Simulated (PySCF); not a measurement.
An unknown shows these calculated signals:

¹H NMR (600 MHz, computed): δ 2.60 (m, 2H), 2.17 (m, 2H), 1.97 (m, 1H), 1.66 (m, 2H), 0.90 (t, 3H).

¹³C{¹H} NMR (computed): δ 175.6 (C), 91.0 (C), 41.2 (CH2), 30.4 (CH2), 28.4 (CH), 13.7 (CH3).

- PBE0-D3(BJ)/def2-SVP geometry
- B3LYP/pcSseg-1 with gauge-including orbitals
- program: PySCF
- isolated molecule, single conformer, equivalent nuclei averaged, relativity neglected

δ = σ(ref) − σ, references computed at the same level: ¹H, ¹³C vs TMS.

Task: Which of these does the molecule contain: a CH3CH2 unit, a non-aromatic C=C double bond, an aldehyde, a carboxylic acid?

Result: 
- A CH3CH2 unit: yes (δC 13.7, 30.4; δH 0.90 (t), 1.66 (m)).
- A non-aromatic C=C double bond: no.
- An aldehyde: no.
- A carboxylic acid: no.

The data belong to `O=C([C@]1(F)C[C@H](CC)C1)F`, C7H10F2O; they needn't prove each group on their own.

Carbon signals by region: 1 in the far downfield region (above 160 ppm), 1 at 50–100 ppm, 4 below 50 ppm. Above 160 ppm: 175.6, carbonyl carbon.

Splittings by ¹⁹F in the carbon and heteronuclear signals aren't shown, as no couplings were computed. Shifts are as computed. Against solution values, carbons near 30 ppm lie about +2 ppm off and those near 130 ppm about +6 ppm (rms about the fit 1.1 ppm; single classes can miss by 10 ppm). Of 1328 compounds with measured shifts, 309 miss one by over three times the rms of a fit or turn the order of signals round; such compounds aren't used in these exercises. Signals without a measured value on file couldn't be tested in this way. No couplings were computed; multiplicities are counted from neighbouring protons, with m where these are inequivalent, close in shift, in a saturated or five-membered ring or joined by F or P, and br s for small geminal =CH2 splittings.
